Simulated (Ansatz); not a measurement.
Ansatz (a program for electronic structure) input (PBE/6-31G* with LANL2DZ past Ar): The .json file joins the Basis Set Exchange's 6-31G* for atoms up to Ar and LANL2DZ past it.

Ansatz 0.2 input:
```yaml
crystal:
  periodic: [false, false, false]
  atoms:
    - {symbol: C, position_ang: [-1.30140524, -1.18480293, 0.04320733]}
    - {symbol: I, position_ang: [0.21068024, 0.19180387, -0.00699469]}
    - {symbol: H, position_ang: [-1.68009966, -1.49242257, 1.00329335]}
    - {symbol: H, position_ang: [-1.67752164, -1.56436514, -0.89181858]}
basis:
  gaussian:
    orbitals: 6-31Gs+LANL2DZ.json
hamiltonian:
  xc: {name: PBE}
magnetization: {spin_polarized: true, initial_magnetization: 1}
relax: {f_tol: 0.003, max_steps: 120}
```

Output:

```
Functional definition: PBE
integrals: 0.01 GiB planned
359 factors; integrals over basis functions are off by at most 4.4e-4 eV
mean field: 0.07 GiB planned
mean field evaluation 1: about -1367.6298 eV, gradient 3.8e1 eV
mean field evaluation 2: about -1347.9352 eV, gradient 5.6e1 eV
mean field evaluation 4: about -1375.9325 eV, gradient 1.9e0 eV
mean field evaluation 8: about -1375.9620 eV, gradient 6.4e-2 eV
mean field evaluation 16: about -1375.9620 eV, gradient 1.8e-5 eV
mean field -1375.96201780 eV, -50.5656714935 hartree, gradient 1.8e-5 eV, S^2 0.753642; 0 other end points of the search recorded, 0 dependent functions left out
the calculation of the forces begins
reference -1375.96204004 eV, -50.5656723110 hartree; 8, 7 occupied and 19, 20 virtual orbitals, 359 factors
relax step   1: F+E_penalty+E_count = -1375.96201780 eV  Δ(F+E_penalty+E_count) = +0.000e0 eV  max|allowed force component| = 3.944e-1 eV/Å  Δτ_max = 0.0000 Å  (25 SCF iters, accepted)
these checks for a lower state are left out or cut short: starts, cluster_reference, orbital_swaps, neighbouring_geometries, increment
integrals: 0.01 GiB planned
359 factors; integrals over basis functions are off by at most 4.5e-4 eV
mean field: 0.07 GiB planned
mean field -1375.97482770 eV, -50.5661422489 hartree, gradient 5.9e-6 eV, S^2 0.753903; 0 other end points of the search recorded, 0 dependent functions left out
the calculation of the forces begins
reference -1375.97484993 eV, -50.5661430656 hartree; 8, 7 occupied and 19, 20 virtual orbitals, 359 factors
relax step   2: F+E_penalty+E_count = -1375.97482770 eV  Δ(F+E_penalty+E_count) = -1.281e-2 eV  max|allowed force component| = 1.103e-1 eV/Å  Δτ_max = 0.0247 Å  (27 SCF iters, accepted)
these checks for a lower state are left out or cut short: starts, cluster_reference, orbital_swaps, neighbouring_geometries, increment
integrals: 0.01 GiB planned
359 factors; integrals over basis functions are off by at most 4.6e-4 eV
mean field: 0.07 GiB planned
mean field -1375.97543620 eV, -50.5661646107 hartree, gradient 1.4e-5 eV, S^2 0.753923; 0 other end points of the search recorded, 0 dependent functions left out
the calculation of the forces begins
reference -1375.97545842 eV, -50.5661654273 hartree; 8, 7 occupied and 19, 20 virtual orbitals, 359 factors
relax step   3: F+E_penalty+E_count = -1375.97543620 eV  Δ(F+E_penalty+E_count) = -6.085e-4 eV  max|allowed force component| = 2.537e-2 eV/Å  Δτ_max = 0.0054 Å  (21 SCF iters, accepted)
these checks for a lower state are left out or cut short: starts, cluster_reference, orbital_swaps, neighbouring_geometries, increment
integrals: 0.01 GiB planned
359 factors; integrals over basis functions are off by at most 4.6e-4 eV
mean field: 0.07 GiB planned
mean field evaluation 32: about -1375.9775 eV, gradient 5.6e-2 eV
mean field -1375.97546545 eV, -50.5661656856 hartree, gradient 1.8e-5 eV, S^2 0.753925; 0 other end points of the search recorded, 0 dependent functions left out
the calculation of the forces begins
reference -1375.97548767 eV, -50.5661665022 hartree; 8, 7 occupied and 19, 20 virtual orbitals, 359 factors
relax step   4: F+E_penalty+E_count = -1375.97546545 eV  Δ(F+E_penalty+E_count) = -2.925e-5 eV  max|allowed force component| = 7.722e-3 eV/Å  Δτ_max = 0.0009 Å  (17 SCF iters, accepted)
these checks for a lower state are left out or cut short: starts, cluster_reference, orbital_swaps, neighbouring_geometries, increment
integrals: 0.01 GiB planned
359 factors; integrals over basis functions are off by at most 4.6e-4 eV
mean field: 0.07 GiB planned
mean field -1375.97546764 eV, -50.5661657663 hartree, gradient 1.4e-5 eV, S^2 0.753925; 0 other end points of the search recorded, 0 dependent functions left out
the calculation of the forces begins
reference -1375.97548987 eV, -50.5661665829 hartree; 8, 7 occupied and 19, 20 virtual orbitals, 359 factors
relax step   5: F+E_penalty+E_count = -1375.97546764 eV  Δ(F+E_penalty+E_count) = -2.195e-6 eV  max|allowed force component| = 1.870e-4 eV/Å  Δτ_max = 0.0003 Å  (17 SCF iters, accepted)
integrals: 0.01 GiB planned
359 factors; integrals over basis functions are off by at most 4.6e-4 eV
mean field: 0.07 GiB planned
mean field -1375.97546764 eV, -50.5661657663 hartree, gradient 1.4e-5 eV, S^2 0.753925; 1 other end points of the search recorded, 0 dependent functions left out
the calculation of the forces begins
reference -1375.97548987 eV, -50.5661665829 hartree; 8, 7 occupied and 19, 20 virtual orbitals, 359 factors
Total energy: -1375.97548987 eV, -50.5661665829 hartree
Atom 0 at    -1.308763    -1.191501     0.043452 Å, force    -0.000129    -0.000118     0.000004 eV/Å
Atom 1 at     0.227936     0.207513    -0.007568 Å, force     0.000008     0.000007    -0.000000 eV/Å
Atom 2 at    -1.685068    -1.496383     1.017804 Å, force     0.000061     0.000048    -0.000187 eV/Å
Atom 3 at    -1.682451    -1.569415    -0.906001 Å, force     0.000061     0.000062     0.000183 eV/Å
Dipole moment:    -0.111974    -0.101942     0.003718 e Å
```

The geometry given is a B3LYP-D3(BJ)/def2-TZVP minimum.
